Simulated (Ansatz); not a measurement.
Input file for Ansatz (a program for electronic structure): R-r2SCAN/def2-TZVPP on H5NO2Sn (SMILES [NH2][SnH]([OH])[OH]), a point of a torsion scan. Elements past Kr take the def2 small-core potentials; no spin–orbit coupling.

Ansatz 0.2 input:
```yaml
crystal:
  periodic: [false, false, false]
  atoms:
    - {symbol: N, position_ang: [1.61520304, -0.46135547, 0.14989036]}
    - {symbol: Sn, position_ang: [-0.34475171, -0.09662461, 0.34016888]}
    - {symbol: O, position_ang: [-1.04379744, 0.63574483, -1.30437975]}
    - {symbol: O, position_ang: [-0.52531650, 1.42673065, 1.51898181]}
    - {symbol: H, position_ang: [2.02810908, 0.19504379, -0.50532046]}
    - {symbol: H, position_ang: [1.82424493, -1.38462748, -0.20986640]}
    - {symbol: H, position_ang: [-1.23631123, -1.39866335, 0.88072424]}
    - {symbol: H, position_ang: [-1.58986156, 1.40990370, -1.17013465]}
    - {symbol: H, position_ang: [0.08511678, 1.45107913, 2.25356451]}
basis:
  gaussian:
    orbitals: def2-TZVPP
hamiltonian:
  xc: {name: r2SCAN}
scf: {lower_state_search: off}
```

The log:

```
WARN ansatz: RAYON_NUM_THREADS=1 ignored (pool sized by the plan → 1); use --threads N
Functional definition: r2SCAN
these checks for a lower state are left out or cut short: stability, starts, cluster_reference, orbital_swaps, neighbouring_geometries, increment
integrals: 0.12 GiB planned
1140 factors; their error is unknown
mean field: 0.88 GiB planned
mean field evaluation 1: about -11480.9992 eV, gradient 1.1e2 eV
mean field evaluation 2: about -11406.8893 eV, gradient 2.1e2 eV
mean field evaluation 4: about -11499.7397 eV, gradient 1.4e1 eV
mean field evaluation 8: about -11500.1004 eV, gradient 2.4e-1 eV
mean field evaluation 16: about -11500.0911 eV, gradient 5.9e-4 eV
mean field -11500.09105094 eV, -422.6205510805 hartree, gradient 3.9e-6 eV, S^2 0.000000; 0 other end points of the search recorded, 0 dependent functions left out
reference -11500.09106692 eV, -422.6205516675 hartree; 25, 25 occupied and 188, 188 virtual orbitals, 1140 factors
Total energy: -11500.09106692 eV, -422.6205516675 hartree
Checks for a lower state left out: stability, starts, cluster_reference, orbital_swaps, neighbouring_geometries, increment
```

Self-consistency was reached.

Cost: about 6 core-seconds (a rough figure).
